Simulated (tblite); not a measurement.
Question: Write Cartesian coordinates for InChI=1S/C6H10O/c7-6-3-1-2-5(6)4-6/h5,7H,1-4H2/t5-,6-/m1/s1 as optimised with GFN2-xTB.

Answer: 
```xyz
17
C6H10O angstrom
O     -1.802    1.427    0.631
C     -0.772    0.678    0.074
C      0.659    1.069    0.410
C      1.500   -0.160    0.044
C      0.565   -1.372    0.188
C     -0.822   -0.823   -0.055
C     -1.011    0.055   -1.265
H     -1.783    1.329    1.591
H      0.980    1.962   -0.127
H      0.722    1.279    1.482
H      2.378   -0.251    0.682
H      1.847   -0.078   -0.985
H      0.829   -2.166   -0.512
H      0.619   -1.782    1.199
H     -1.666   -1.394    0.302
H     -2.013    0.136   -1.654
H     -0.239    0.102   -2.016
```

Orientation and origin are arbitrary. Atoms count from 1 in this order. The 3-membered ring C2–C6–C7 has internal angles of 59.5° to 60.3°. Of the pairs four or more bonds apart, C4···H17 is among the closest relative to their van der Waals radii: 2.71 Å, 93 % of the sum of Bondi's values. The 7 C–C bonds span 1.496 Å (C2–C7, drawn single) to 1.537 Å (C4–C5, drawn single), a spread of 0.041 Å. The 5-membered ring C2–C3–C4–C5–C6 has internal angles of 104.9° to 108.5° (sum 532°, against 540° for a flat polygon); it is puckered, 0.12 Å rms from its mean plane, widest ring torsion 27°.

Bonds between heavy atoms (Å): O1–C2 1.390, C2–C3 1.521, C3–C4 1.534, C4–C5 1.537, C5–C6 1.512, C6–C7 1.506, C2–C6 1.507, C2–C7 1.496.

Structure optimised with GFN2-xTB, isolated species.

Point group: C1 (no symmetry element, even within 0.4 Å). Its GFN2-xTB frequencies are all real (lowest 192 cm⁻¹). One conformer, not necessarily the lowest (H–O1–C2–C3 -64°, O1–C2–C3–C4 162°, C2–C3–C4–C5 -27°, C3–C4–C5–C6 27°, C4–C5–C6–C7 48°).

Hardware: one thread, Arm Neoverse V1 (aarch64) (shared host). Cost: 0.23 s of wall time. This is the geometry optimisation.

All values are computed, not measured.
